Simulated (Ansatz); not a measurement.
`F[CH2][GaH][SnH3]` + CH₃NH₂ → `C[NH][GaH][CH2]F` + `[SnH4]` at 298.15 K and 1 bar (cleavage of the Ga–Sn bond).

Isolated molecules relaxed with PBE0-D4/def2-TZVP in Ansatz; ΔE leaves out vibrations. CBS: MP2 limit from def2 TZ/QZ plus the TZ coupled-cluster correction, frozen cores. def2 core potentials past Kr. For Ga, Sn outer-core shells are correlated without core-valence functions, which leaves a few kJ/mol of doubt a bond. Scalar relativity is left out up to krypton. Each species was taken in one conformer, which may not be the lowest.

```json
{"species": "`F[CH2][GaH][SnH3]`", "CCSD(T)/CBS energy (Eh)": "-2279.38216", "H − E (kJ/mol)": "170.4", "S (J/(mol·K))": "397.7"}
{"species": "CH₃NH₂", "CCSD(T)/CBS energy (Eh)": "-95.75281", "H − E (kJ/mol)": "180.0", "S (J/(mol·K))": "240.4"}
{"species": "`C[NH][GaH][CH2]F`", "CCSD(T)/CBS energy (Eh)": "-2158.74211", "H − E (kJ/mol)": "260.3", "S (J/(mol·K))": "369.5"}
{"species": "`[SnH4]`", "CCSD(T)/CBS energy (Eh)": "-216.39156", "H − E (kJ/mol)": "79.6", "S (J/(mol·K))": "228.5"}
```

H − E and S are ideal-gas, rigid-rotor, harmonic terms from PBE0-D4/def2-TZVP, for one conformer and one mirror image of each species. 1 Eh = 2625.50 kJ/mol, R = 8.31446 J/(mol·K).

Q: By hand: ΔE, ΔH, ΔS and ΔG.

A: ΔE = (-2158.74211) + (-216.39156) − (-2279.38216) − (-95.75281) = 0.00130 Eh = 3.4 kJ/mol. Δ(H − E) = 260.3 + 79.6 − 170.4 − 180.0 = -10.5, so ΔH = -7.1 kJ/mol. ΔS = 369.5 + 228.5 − 397.7 − 240.4 = -40.1 J/(mol·K). ΔG = -7.1 − 298.15 × (-40.1)/1000 = 4.9 kJ/mol.

Q: By hand: the equilibrium constant, and the temperature at which ΔG would vanish if ΔH and ΔS stayed fixed.

A: log₁₀ K = −ΔG/(RT ln 10) = -0.9. ΔG = 0 at ΔH/ΔS = 177 K, though so small a ΔH makes that figure unsure.

TΔS isn't small against ΔH here. The sign of ΔG lies within the doubt. A doubt of 5 kJ/mol in ΔE shifts log₁₀ K by 0.9 here. Other conformers and mirror images would add mixing entropy, several J/(mol·K) or more a flexible species. Modes under 60 cm⁻¹, often nearly free rotors, make the harmonic entropy too high. These are equilibria of isolated gas molecules and say nothing of rates. Largest T1 diagnostic: 0.014 (customary marks: 0.02 for closed shells, 0.045 for open ones).
